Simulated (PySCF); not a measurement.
## PySCF run on KGa

Input:

```python
from pyscf import gto, dft

mol = gto.M(
    atom='K 0 0 0; Ga 0 0 3.15',
    basis='def2-svp',
    charge=0,
    spin=0,
    verbose=3,
)
mf = dft.RKS(mol, xc='wb97x')
mf.kernel()
mf.dip_moment()
print('orbital energies (hartree):', mf.mo_energy[..., max(0, mol.nelec[1]-3):mol.nelec[0]+3].round(4))
```

```bash
$ OMP_NUM_THREADS=1 python input.py
```

The log:

```
converged SCF energy = -2524.44172472662
Dipole moment(X, Y, Z, Debye):  0.00000,  0.00000, -4.93974
orbital energies (hartree): [-8.502e-01 -4.170e-01 -1.640e-01  1.000e-04  1.250e-02  1.250e-02]
```

In short: E(SCF) = -2524.441725 Eh, μz(SCF) = -4.94 D.

It ran on Arm Neoverse V2 (1 thread, shared host) in 4 s.

Stability towards an unrestricted solution was not tested. The bond length is a typed value, not an optimised one.
